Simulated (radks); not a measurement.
Effect of the nuclear size on neutral technetium, [Kr] 4d5 5s2. Calculated with a radial shooting solver on a logarithmic mesh with Libxc functionals: Dirac Kohn-Sham, BLYP, spin-unpolarised, spherical densities, finite nucleus; open shells fill j = l - 1/2 first; Fermi nuclear charge, rms radius 4.4112 fm. The rms radius is varied about that value; shifts are against it.

rms radius (fm) = 3.6789: total energy shift (eV) -0.513; density at nucleus (e/bohr^3) 1.023e+05; 1s1/2 shift (meV) -216; 2s1/2 shift (meV) -23.3; 3p1/2 shift (meV) 0.337; 4s1/2 shift (meV) -0.678; 4p1/2 shift (meV) 0.090
rms radius (fm) = 4.1509: total energy shift (eV) -0.192; density at nucleus (e/bohr^3) 1.009e+05; 1s1/2 shift (meV) -80.9; 2s1/2 shift (meV) -8.73; 3p1/2 shift (meV) 0.126; 4s1/2 shift (meV) -0.254; 4p1/2 shift (meV) 0.033
rms radius (fm) = 4.4112: total energy shift (eV) 0; density at nucleus (e/bohr^3) 1.002e+05; 1s1/2 shift (meV) 0.000; 2s1/2 shift (meV) 0.000; 3p1/2 shift (meV) 0.000; 4s1/2 shift (meV) 0.000; 4p1/2 shift (meV) 0.000
rms radius (fm) = 4.7641: total energy shift (eV) 0.276; density at nucleus (e/bohr^3) 9.933e+04; 1s1/2 shift (meV) 117; 2s1/2 shift (meV) 12.6; 3p1/2 shift (meV) -0.182; 4s1/2 shift (meV) 0.366; 4p1/2 shift (meV) -0.048
rms radius (fm) = 4.87: total energy shift (eV) 0.363; density at nucleus (e/bohr^3) 9.908e+04; 1s1/2 shift (meV) 153; 2s1/2 shift (meV) 16.5; 3p1/2 shift (meV) -0.239; 4s1/2 shift (meV) 0.480; 4p1/2 shift (meV) -0.063

Slopes of the eigenvalues against <r^2> in GHz/fm^2, as finite differences over the two radii next to the reference (eigenvalue slopes, not the field-shift constants of lines): 1s1/2 8740, 2s1/2 942, 3p1/2 -13.6, 4s1/2 27.4, 4p1/2 -3.61.
